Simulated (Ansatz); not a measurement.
Cost and result up the ladder for the cluster Cu2Te (3 atoms). The state is a singlet with charge 0. Geometry: B3LYP-D4/def2-TZVP.

Cartesian coordinates in Å:
```
Cu -1.096 0.996 -0.186
Cu 0.873 -0.137 1.202
Te 0.223 -0.859 -1.015
```

Ansatz on 2 threads of Arm Neoverse V2 on a shared host. Times are rough, and most runs start from the orbitals of an earlier one. PBE0-D4/def2-TZVP serves as the yardstick here, not as an exact answer. Binding counts from free atoms at the same level (Cu doublet, Te triplet; other spins of the atoms weren't run), without zero-point energy or a counterpoise term.

In the def2 sets Te takes a core potential; there is no spin–orbit coupling. Correlated methods freeze 22 core orbitals; core or outer-core shells of Te are correlated, in sets that lack core-valence functions. No other spin state of charge 0 was run. The structure comes from a short search, and lower isomers may exist.

Correlated methods converge slowly with the basis.

```tsv
level	functions	wall time
BLYP-D4/def2-TZVP	140	2.7 s
PBE-D4/def2-TZVP (with forces)	140	2.7 s
PBE0-D4/def2-TZVP	140	4.1 s
r2SCAN-D4/def2-TZVP	140	5.5 s
PBE-QIDH/def2-TZVP	140	6 s
CCSD(T)/def2-TZVPP	178	34 s
```

Task: Estimate what each level gives for the binding energy per atom (eV).

Result: 
| level | binding energy per atom (eV) | difference from PBE0-D4/def2-TZVP (eV) | remarks |
| --- | --- | --- | --- |
| BLYP-D4/def2-TZVP | 1.68 | 0.03 | – |
| PBE-D4/def2-TZVP (with forces) | 1.81 | 0.15 | – |
| PBE0-D4/def2-TZVP | 1.65 | 0.00 | – |
| r2SCAN-D4/def2-TZVP | 1.77 | 0.11 | – |
| PBE-QIDH/def2-TZVP | 1.63 | -0.02 | test for broken spin undecided |
| CCSD(T)/def2-TZVPP | 1.61 | -0.05 | – |
